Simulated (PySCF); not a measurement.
A structure optimised at PBE-D3(BJ)/def2-SVP, used in a PySCF frequency run:

```
C
C 1 1.3796
F 2 1.3251 1 124.16
F 2 1.3291 3 112.07 1 180.00
C 1 1.3933 2 124.81 3 180.00
F 5 1.3422 1 119.55 2 180.00
H 5 1.0999 6 114.47 1 180.00
H 1 1.1000 2 116.60 3 0.00
```
Charge 0, spin multiplicity 2.

### Question
Write its SMILES, formula and point group.

### Answer
F/C=C/[C](F)F, C3H2F3, Cs

### Question
What are its rotational constants (standard atomic weights)?

### Answer
9.6603, 1.7533, 1.4840 GHz
